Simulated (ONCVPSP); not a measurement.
**Configuration tests for Ge (Z = 32) (ONCV)**

| Item | Value |
| --- | --- |
| Element | Ge (Z = 32) |
| Generator | ONCVPSP 4.0.1 |
| Type | optimised norm-conserving Vanderbilt (ONCV) |
| Functional | LDA (Perdew-Zunger) |
| Relativity | fully relativistic |
| Frozen core | [Ar] 3d10 |
| Valence charge | 4 |
| Reference configuration | 4s2 4p2 |
| Partial waves | 4s: rc 1.80 bohr, ncon 3, nbas 8, qcut 3.6 1/bohr, 1 projector; 4p: rc 2.10 bohr, ncon 5, nbas 10, qcut 3.7 1/bohr, 3 projectors, debl 3.8 Ha |
| Local potential | polynomial inside 1.30 bohr (lpopt 5, dvloc0 6 Ha) |
| Core correction | Teter function, fcfact 2, rcfact 1.5 |

Open shells are filled in proportion to 2j + 1.

Energies are relative to the spin-unpolarised reference configuration 4s2 4p2; without spin polarisation the order of configurations can differ from experiment.

Q: Give the all-electron excitation energy and the error of the potential for: 4s2 4p1; 4s2 4p0; 4s1 4p0; 4s1 4p3.

A:

```tsv
valence configuration	charge	ΔE all-electron (eV)	error AE − PS (meV)
4s2 4p1	+1	7.639	-3.0
4s2 4p0	+2	23.358	-24
4s1 4p0	+3	58.576	-132
4s1 4p3	0	8.040	-3.8
```

Levels in the configuration 4s2 4p1:

```
   level  all-electron (eV)  pseudo (eV)
4s j=1/2            -20.143      -20.156
4p j=3/2            -11.391      -11.400
4p j=1/2            -11.645      -11.653
```
